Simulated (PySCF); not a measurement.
How the method changes the constants of KZn

State: ²Σ⁺ (doublet), unpaired electrons σ ↑. Set-up: PySCF, no relativity, basis sets K def2-SVP, Zn def2-SVP. De refers to K + Zn in their ground configurations, without counterpoise correction. The functionals are run spin-unrestricted. A positive dipole means K(−)Zn(+). Levels whose curve was spin-contaminated or gave no clean fit are not listed.

```tsv
Level	Re (Å)	ωe (cm⁻¹)	De (eV)	μ (D)
UHF-MP2	3.987	42.2	0.041	n/a
UHF-SCS-MP2	4.124	32.9	0.024	n/a
PBE	3.688	67.7	0.147	-0.34
PBEsol	3.618	72.7	0.180	-0.46
r²SCAN	3.692	69.1	0.153	-0.65
M06-L	3.695	69.5	0.140	-0.46
PBE0	3.787	59.3	0.106	-0.27
r²SCAN0	3.770	61.8	0.125	-0.63
HSE06	3.749	62.6	0.121	-0.34
```

Question: What does a quarter of exact exchange do here, going from PBE to PBE0?

Answer: PBE0 less PBE: +9.9 pm in Re, -12.4 % in ωe, -0.04 eV in De. Exact exchange removes part of the self-interaction that spreads semilocal densities, and in most molecules shortens and stiffens the bond and lowers De; here Re and ωe go the other way.

Question: What does the step from GGA to meta-GGA do here, going from PBE to r²SCAN?

Answer: r²SCAN less PBE: +0.4 pm in Re, +2.1 % in ωe, +0.01 eV in De. 

Question: What does a quarter of exact exchange do here, going from r²SCAN to r²SCAN0?

Answer: r²SCAN0 less r²SCAN: +7.8 pm in Re, -10.6 % in ωe, -0.03 eV in De. Exact exchange removes part of the self-interaction that spreads semilocal densities, and in most molecules shortens and stiffens the bond and lowers De; here Re and ωe go the other way.

Correlated steps freeze 10 core orbitals. The bond is weak. Basis-set superposition, not corrected here, can be much of De in a small basis, most of all at correlated wavefunction levels. Functionals without a dispersion term scatter widely for such bonds, and LDA overbinds them. The state is the lowest determinant that a PBE0 search found; another state may lie lower at other levels.

The whole job (state search and all levels along the bond) took about 3 min on 1 thread of Arm Neoverse V1 (shared host), peak memory 0.79 GiB.
